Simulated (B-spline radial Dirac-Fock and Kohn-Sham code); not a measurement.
Free-atom binding energies and absorption edges of Sm

The computed values come from a radial B-spline solver: relaxed Dirac-Fock hole states (ΔSCF) with Breit and QED corrections and a finite nucleus. Electron correlation is not included.

Two models are given for 1s2 2s2 2p6 3s2 3p6 3d10 4s2 4p6 4d10 4f6 5s2 5p6 6s2. In the first the electron is removed to infinity. In the second it is placed in the 5d shell, so that the atom stays neutral; this mimics a hole screened by valence charge, or the onset of absorption below the ionisation limit. The tabulated edges (Elam, Ravel and Sieber, Radiat. Phys. Chem. 63, 121 (2002)) refer to the element in its standard state, with the Fermi level as zero for a metal.

```
level  ionised (eV)  screened (eV)  tabulated (eV)  ionised − table  screened − table
   1s       46836.4        46831.0         46834.0             +2.4              -3.0
   2s        7745.6         7740.1          7737.0             +8.6              +3.1
2p1/2        7315.8         7310.3          7312.0             +3.8              -1.7
2p3/2        6720.1         6714.6          6716.0             +4.1              -1.4
   3s        1732.5         1727.1          1723.0             +9.5              +4.1
3p1/2        1548.4         1542.9          1541.0             +7.4              +1.9
3p3/2        1425.6         1420.2          1419.8             +5.8              +0.4
3d3/2        1110.1         1104.7          1110.9             -0.8              -6.2
3d5/2        1084.2         1078.8          1083.4             +0.8              -4.6
   4s         360.6          355.1           347.2            +13.4              +7.9
4p1/2         288.5          283.1           265.6            +22.9             +17.5
4p3/2         261.8          256.3           247.4            +14.4              +8.9
4d3/2         142.1          136.6           129.0            +13.1              +7.6
4d5/2         137.4          131.9           129.0             +8.4              +2.9
   5s         51.21          45.81           37.40            +13.8              +8.4
5p1/2         29.59          24.53           21.30             +8.3              +3.2
5p3/2         26.06          21.08           21.30             +4.8              -0.2
```

The screened model lies closer: the mean absolute deviations are 8.4 eV (ionised) and 4.9 eV (screened). Screening lowers the levels by 5.4 eV on average.
